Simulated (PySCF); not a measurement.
## Löwdin shares of the frontier orbitals

Compound: C6H13NO.
SMILES with atom numbers: `[CH3:1][CH2:2][CH2:3][CH2:4][NH:5][C:6]([CH3:7])=[O:8]` (hydrogens: H9, H10, H11 on C1; H12, H13 on C2; H14, H15 on C3; H16, H17 on C4; H18 on N5; H19, H20, H21 on C7)

Structure used (PBE0-D3(BJ)/def2-SVP), in Å, numbered top down from 1:
```
atom  x, y, z in Å
C1    -2.8624   -0.8458    0.0862
C2    -1.4740   -0.3173    0.4069
C3    -1.1720    1.0207   -0.2527
C4     0.2263    1.5508    0.0431
N5     1.2812    0.6937   -0.4402
C6     2.0901   -0.0201    0.3950
C7     3.0806   -0.9237   -0.3076
O8     2.0157    0.0540    1.6054
H9    -2.9949   -0.9932   -0.9982
H10   -3.6458   -0.1458    0.4195
H11   -3.0509   -1.8122    0.5779
H12   -0.7144   -1.0525    0.0903
H13   -1.3486   -0.2171    1.4985
H14   -1.3112    0.9338   -1.3471
H15   -1.9045    1.7767    0.0810
H16    0.3819    1.6289    1.1295
H17    0.3451    2.5628   -0.3810
H18    1.3733    0.5562   -1.4381
H19    3.7925   -1.3057    0.4329
H20    3.6247   -0.3898   -1.1015
H21    2.5570   -1.7759   -0.7689
```

Method used: TDDFT CAM-B3LYP/def2-SVPD, vertical, gas phase, core orbitals frozen in the response (PySCF).

Kohn–Sham orbitals with the atoms that hold most of them (Löwdin shares over 4%, at most four atoms; ? is withheld):

```
orbital  ε (eV)                            atoms
 HOMO-3  -10.74   C2 23%, C3 20%, C1 12%, H11 6%
 HOMO-2  -10.62  C2 26%, C3 14%, H13 12%, C1 12%
 HOMO-1   -8.81    O8 64%, N5 10%, C6 10%, C7 8%
   HOMO   -8.71                                ?
   LUMO    1.07                                ?
 LUMO+1    1.57   C1 14%, C7 10%, C6 10%, H20 8%
 LUMO+2    1.78  H17 14%, C4 10%, H14 7%, H12 7%
```

(1) Give the leading atoms of the HOMO.

(2) Which atoms hold the LUMO, and with what shares?

(3) How does S1 compare with the orbital gap of 9.78 eV?

Answers

(1) N5 (bonded to 2 C and H) 39%; O8 (bonded to C) 29%; C6 (bonded to C, N and O) 8%; C4 (bonded to C, N and 2 H) 7%. By element: nitrogen 39%, oxygen 29%, carbon 16% or more.

(2) H18 (bonded to N) 16%; C7 (bonded to C and 3 H) 16%; C6 (bonded to C, N and O) 7%; H21 (bonded to C) 7%. By element: hydrogen 24% or more, carbon 23% or more.

(3) S1 is at 5.79 eV (f = 0.0008), 3.99 eV below the gap, made of HOMO-1→LUMO+3 (50%), HOMO-1→LUMO+1 (23%), HOMO→LUMO+3 (8%). Without the coupling terms of the response equations the lowest excitation would equal the gap.

Next come S2 at 6.70 eV (f 0.0046), HOMO→LUMO (79%); S3 at 7.12 eV (f 0.010), HOMO-1→LUMO (70%), HOMO-1→LUMO+1 (11%); S4 at 7.22 eV (f 0.202), HOMO→LUMO+1 (42%), HOMO→LUMO+3 (35%); S5 at 7.80 eV (f 0.014), HOMO→LUMO+2 (75%), HOMO→LUMO+1 (8%).

Löwdin shares depend on the basis, the more so with diffuse functions.

On one thread of an Arm Neoverse V2, on a shared host, this took 5.3 min of wall time.

One conformer stands for the species.
